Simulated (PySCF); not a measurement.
## Cr⁻ (chromium, charge -1) across methods

[Ar] 3d5 4s2, high-spin 6S determinant. Calculation: PySCF 2.14, in aug-cc-pwCVTZ-DK (10s9p7d4f3g, 127 functions); scalar relativity by spin-free X2C-1e.

```tsv
method	E (hartree)	mean ε 4s α (eV)	mean ε 4s β (eV)	mean ε 3d α (eV)	Σ⟨r²⟩ (bohr²)	⟨S²⟩
PBE	-1050.583	0.276	1.197	1.313	79.48	8.837
M06-2X	-1050.798	-0.020	0.159	-1.823	81.25	8.752
LC-wPBE	-1050.616	-1.951	-0.415	-3.009	81.58	8.894
TPSS	-1050.831	0.214	1.243	1.293	78.96	8.850
PBE0	-1050.591	-0.224	0.793	-0.265	81.02	8.857
LDA	-1048.514	0.165	1.105	1.208	77.90	8.835
r2SCAN	-1050.775	-0.148	1.048	0.895	83.84	8.982
UHF	-1049.64475	-2.086	0.254	-5.933	107.6	9.198
```

⟨S²⟩ = 8.89 against 8.75 shows spin contamination.

The highest occupied level is positive at PBE, M06-2X, TPSS, PBE0, LDA, r2SCAN, UHF: only the finite basis holds that electron, at UHF too, so the state is unbound at these levels.
